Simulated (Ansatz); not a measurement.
Gas-phase electronic energies from Ansatz, PBE0-D4/def2-TZVP geometries. CCSD(T)/CBS is the MP2 limit (def2-TZVPP, def2-QZVPP) plus CCSD(T) − MP2 in def2-TZVPP, frozen cores. This one scheme is used for every species. Functionals use def2-TZVPP. B3LYP here is the variant with VWN-RPA as its local correlation; programs differ in this. Triplets are unrestricted, without spin–orbit coupling. One conformer a species, not always the lowest.

Consider the formal loss of a carbene: `CO[SiH](N)O` → `[CH2]` (triplet) + `N[SiH](O)O`.

`CO[SiH](N)O`:

```xyz
12

C    -1.305    0.838    1.304
O    -0.962   -0.096    0.305
Si    0.563   -0.362   -0.213
N     0.617   -1.376   -1.577
O     1.157    1.130   -0.562
H    -1.014    1.852    1.016
H    -2.387    0.806    1.444
H    -0.826    0.596    2.260
H     1.361   -1.032    0.846
H     0.101   -1.143   -2.411
H     0.669   -2.373   -1.448
H     2.027    1.160   -0.963
```

`[CH2]` (triplet):

Cartesian coordinates in Å:
```
C -0.044 0.195 0.191
H -0.921 -0.404 0.000
H 0.965 0.210 -0.190
```

`N[SiH](O)O`:

Z-matrix (Å, degrees):
```
Si
O 1 1.639
O 1 1.639 2 116.1
N 1 1.714 2 107.1 3 -119.6
H 1 1.475 2 104.4 3 114.2
H 2 0.959 1 117.1 3 74.9
H 3 0.959 1 117.0 2 -75.2
H 4 1.008 1 119.6 2 171.6
H 4 1.008 1 119.6 2 -46.2
```

CCSD(T)/CBS gives +377.3 kJ/mol.

(1) Another level gave +358.2 kJ/mol. Which?
A. CCSD/def2-TZVPP
B. PBE0/def2-TZVPP
C. B3LYP-D4/def2-TZVPP
D. BHLYP-D4/def2-TZVPP

(2) What do rigid-rotor, harmonic-oscillator terms from PBE0-D4/def2-TZVP frequencies (298.15 K, 1 bar) make of the CCSD(T)/CBS value? (An estimate is asked.)

Largest T1 diagnostic among the species: 0.011.

Answers

(1) A. CCSD/def2-TZVPP 358.2, B3LYP-D4 378.2, PBE0 372.1, BHLYP-D4 367.3 kJ/mol.

(2) The calculation gave: ΔZPE = -28.2 kJ/mol, ΔH = +354.3 kJ/mol, ΔS = 148 J/(mol·K), ΔG = +310.0 kJ/mol. Open shells count their whole term as degenerate.

Leaving LDA and LC-ωPBE aside and taking each functional with its dispersion term where it has one, the values, not all of them listed here, spread over 41.2 kJ/mol, from r2SCAN0-D4 to ωB97X-V. LDA lies +70.3 kJ/mol from PBE without D4. The D4 term adds +9.6 kJ/mol with B3LYP and +5.3 kJ/mol with PBE0; it sums over pairs of atoms, weighted by their polarisabilities, and B3LYP, whose exchange is more repulsive, gets the larger term.
